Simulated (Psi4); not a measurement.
HCl$_{2}$HfO (SMILES [OH][Hf]([Cl])[Cl]), doublet, geometry from GFN2-xTB (such geometries of metal compounds can be far from the true shape) (the multiplicity is a formal guess) (core potentials on Hf); B3LYP/def2-SVP run with Psi4.

Input for Psi4:
```
memory 2 GB

molecule {
0 2
  Hf    0.16946100    0.02707656    0.08253510
  Cl   -1.37580221   -1.56327809    0.19059445
  Cl   -0.11392632    1.79371172   -1.21627630
  O     1.47605822   -0.55850046    1.22779791
  H     1.31572726   -1.39888069    1.67168072
}

set basis def2-svp
set reference uks

energy('b3lyp')
print_variables()
```

The log (banner, timings and long lists left out):

```
   => Loading Basis Set <=

    Name: DEF2-SVP
    Role: ORBITAL
    Keyword: BASIS

    !!!  WARNING: ECP capability is in beta. Please check occupations closely.  !!!

         ---------------------------------------------------------
                                   SCF
               by Justin Turney, Rob Parrish, Andy Simmonett
                          and Daniel G. A. Smith
                              UKS Reference
         ---------------------------------------------------------

  ==> Geometry <==

    Molecular point group: c1
    Full point group: C1

    Geometry (in Angstrom), charge = 0, multiplicity = 2:

       Center              X                  Y                   Z               Mass
    ------------   -----------------  -----------------  -----------------  -----------------
         HF          -0.029263283092    -0.175231894907    -0.000000000551   179.946557000000
         CL          -1.426674192715     1.549872703007    -0.000000000551    34.968852682000
         CL           2.158916352851     0.141136711787    -0.000000000551    34.968852682000
         O           -1.140131648038    -1.633893994707     0.000000008315    15.994914619570
         H           -2.087200410591    -1.454903336515     0.000000004724     1.007825032230

  Running in c1 symmetry.

  Rotational constants: A =      0.13284  B =      0.06298  C =      0.04273 [cm^-1]
  Rotational constants: A =   3982.56838  B =   1888.16891  C =   1280.88883 [MHz]
  Nuclear repulsion =  218.501229195009643

  Charge       = 0
  Multiplicity = 2
  Electrons    = 55
  Nalpha       = 28
  Nbeta        = 27

  ==> Algorithm <==

  SCF Algorithm Type is DF.
  DIIS enabled.
  MOM disabled.
  Fractional occupation disabled.
  Guess Type is SAD.
  Energy threshold   = 1.00e-06
  Density threshold  = 1.00e-06
  Integral threshold = 1.00e-12

  ==> Primary Basis <==

  Basis Set: DEF2-SVP
    Blend: DEF2-SVP
    Number of shells: 37
    Number of basis functions: 87
    Number of Cartesian functions: 95
    Spherical Harmonics?: true
    Max angular momentum: 3

  Core potential: DEF2-SVP
    Number of shells: 4
    Number of ECP primitives: 10
    Number of ECP core electrons: 60
    Max angular momentum: 3

  ==> DFT Potential <==

   => LibXC <=

    Version 7.1.2
    S. Lehtola, C. Steigemann, M. J. T. Oliveira, and M. A. L. Marques,  SoftwareX 7, 1–5 (2018) (10.1016/j.softx.2017.11.002)

   => Composite Functional: B3LYP <=

[...]
      Ntotal   =   54.9999466563 ; deviation = -5.334e-05

   @Spin Contamination Metric:   1.215581677E-03
   @S^2 Expected:                7.500000000E-01
   @S^2 Observed:                7.512155817E-01
   @S   Expected:                5.000000000E-01
   @S   Observed:                5.000000000E-01

    Orbital Energies [Eh]
    ---------------------

    Alpha Occupied:

[...]
      28A     -0.191463

    Alpha Virtual:

[...]
    Beta Occupied:

[...]
    Beta Virtual:

[...]
    Final Occupation by Irrep:
              A
    DOCC [    27 ]
    SOCC [     1 ]
    NA   [    28 ]
    NB   [    27 ]

  @DF-UKS Final Energy: -1044.09889382694905

   => Energetics <=

    Nuclear Repulsion Energy =            218.5012291950096426
    One-Electron Energy =               -1890.0509569067226039
    Two-Electron Energy =                 685.2262552561641087
    DFT Exchange-Correlation Energy =     -57.7754213714002276
    Empirical Dispersion Energy =           0.0000000000000000
    VV10 Nonlocal Energy =                  0.0000000000000000
    Total Energy =                      -1044.0988938269490518

  UHF NO Occupations:
  HONO-2 :   26  A 1.9998187
  HONO-1 :   27  A 1.9998156
  HONO-0 :   28  A 1.0000000
  LUNO+0 :   29  A 0.0001844
  LUNO+1 :   30  A 0.0001813
  LUNO+2 :   31  A 0.0001420
  LUNO+3 :   32  A 0.0000343

Computation Completed

Properties will be evaluated at   0.000000,   0.000000,   0.000000 [a0]

Properties computed using the SCF density matrix

 Multipole Moments:

 ------------------------------------------------------------------------------------
     Multipole            Electronic (a.u.)      Nuclear  (a.u.)        Total (a.u.)
 ------------------------------------------------------------------------------------

 L = 1.  Multiply by 2.5417464519 to convert [e a0] to [Debye]
 Dipole X            :         -2.2799244            1.6794067           -0.6005177
 Dipole Y            :        -23.2298404           22.9003097           -0.3295307
 Dipole Z            :          0.0000259            0.0000001            0.0000260
 Magnitude           :                                                    0.6849905

 ------------------------------------------------------------------------------------

  Variable Map:
  ----------------------------------------------------------------------------
[...]
  Array Variable Map:
  ----------------------------------------------------------------------------
[...]
[...]
```
